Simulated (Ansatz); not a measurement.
# Reading a saddle point

A first-order saddle point of Si2NH8ClOF2, closed shell, PBE0-D4/def2-TZVP, with one imaginary mode of 1282i cm⁻¹:

Si1  (-1.008, -0.127, -0.671)
Si2  (-0.164, -0.088, 1.826)
F3  (-2.204, 0.478, 0.248)
F4  (-0.916, 1.099, -1.705)
Cl5  (-2.127, -1.701, -1.421)
H6  (1.405, 0.446, -0.811)
N7  (0.631, -0.773, -1.149)
H8  (0.608, 0.908, 0.489)
O9  (1.579, 1.332, -0.214)
H10  (1.177, -0.431, 2.383)
H11  (-0.887, -1.395, 1.722)
H12  (-0.899, 0.809, 2.745)
H13  (0.929, -1.571, -0.598)
H14  (0.610, -1.077, -2.119)
H15  (1.267, 2.091, -0.723)
(Å)

Ansatz 0.2.0; basis: def2-TZVPP and def2-QZVPP; cores frozen in the correlated methods. Extrapolation: Hartree–Fock as exp(−7.88 √X), correlation as X^−2.97.

(1) Which contacts change along the imaginary mode, and what lies on either side? (Judge from chemistry; the calculation decides.)

(2) Which side is lower, and how far does the saddle lie above each? (To be estimated.)

No T1 diagnostic of these runs exceeds 0.013.

Answers

(1) Computed: The step is Si₂H₃ClF₂ ([F][Si]([F])([SiH3])[Cl]) + H₂O + NH₃ → SiNH₂ClF₂ ([NH2][Si]([F])([F])[Cl]) + SiH₄ + H₂O, with the molecules in contact on both sides. Shortening one way: Si1–N7, Si2–H8, H6–O9; lengthening the same way: Si1–Si2, H6–N7, H8–O9.
```tsv
pair	one side (Å)	saddle (Å)	other side (Å)
Si1–N7	2.10	1.83	1.69
Si2–H8	3.73	1.84	1.48
H6–O9	1.97	1.08	0.97
Si1–Si2	2.35	2.64	4.42
H6–N7	1.02	1.48	2.16
H8–O9	0.96	1.27	2.98
```

(2) By the calculation: The side with Si1–N7, Si2–H8, H6–O9 short is lower by 12.57 kcal/mol; the saddle lies 67.80 kcal/mol above it and 55.23 kcal/mol above the other (CCSD(T) at an estimated basis limit (MP2 extrapolated from triple and quadruple zeta, plus CCSD(T) − MP2 in triple zeta); electronic energies).

Labels in which every atom is bracketed show which atoms are joined, not bond orders.

For scale, one of the runs: CCSD(T)/def2-TZVPP, 362 basis functions, launched by `ansatz run in.yaml --threads 4 --pin off --events-out ev --progress --plain --max-ram 46080MiB --backend cuda --devices 0, --max-vram 37GiB`. Time: 11 s of wall clock on 4 CPU threads of an AMD EPYC 7R13 and a share of one NVIDIA H100; the host was shared. Peak host memory: 0.9 GiB.
